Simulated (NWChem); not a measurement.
# Total energies of diphosphane (H4P2)

```xyz
6

P      1.0086     0.5217     0.0000
P     -1.0086    -0.5217     0.0000
H      1.5409    -0.3163     1.0313
H      1.5409    -0.3163    -1.0313
H     -1.5409     0.3163     1.0313
H     -1.5409     0.3163    -1.0313
```
Charge 0, spin multiplicity 1.

All runs are NWChem calculations. Structure: optimised with B3LYP/def2-SVP, a minimum by its harmonic frequencies. It is one conformer; others weren't searched.

Basis set: def2-SVP (56 functions).

```tsv
method	total energy (Ha)
RHF	-683.57659
MP2	-683.82396
B2PLYP	-684.60078
PBE	-684.55320
B3LYP	-684.92137
LC-wPBE (omega 0.3 per bohr)	-684.60559
CCSD(T)	-683.87793
```

Total energies of different functionals aren't comparable as a measure of quality: only differences taken within one method are. 

The correlated methods keep 10 core orbitals frozen. B3LYP has NWChem's definition, with VWN1-RPA local correlation. Coupled-cluster values serve here as a point of comparison, not as the truth.
